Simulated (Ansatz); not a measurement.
Mulliken charges of CH₂BClO, SMILES `ClB1CO1` from ωB97M-V/def2-TZVPP in Ansatz (PBE0-D4/def2-TZVP geometry).

| atom | x (Å) | y (Å) | z (Å) | charge (e) |
| --- | --- | --- | --- | --- |
| Cl1 | -0.699 | -2.288 | 0.635 | -0.079 |
| B2 | -0.330 | -0.707 | 0.080 | 0.217 |
| C3 | 0.402 | 0.603 | 0.004 | -0.135 |
| O4 | -0.788 | 0.152 | -0.818 | -0.257 |
| H5 | 1.295 | 0.736 | -0.600 | 0.127 |
| H6 | 0.163 | 1.440 | 0.653 | 0.127 |

Task: By hand: the dipole of these point charges (1 e Å = 4.8032 D).

Result: Σ q r = (0.317, 0.183, 0.184) e Å, of length 0.410 e Å = 1.97 D.

Task: How does the dipole of the full density compare? (Best estimate.)

Result: The calculation gave: (0.237, 0.089, 0.164) e Å, 1.45 D; the point charges give 1.36 times that, at 10° from its direction.

Point charges leave out the atoms' own dipoles, such as those of lone pairs, and Mulliken's split depends on the basis, so the two needn't agree.
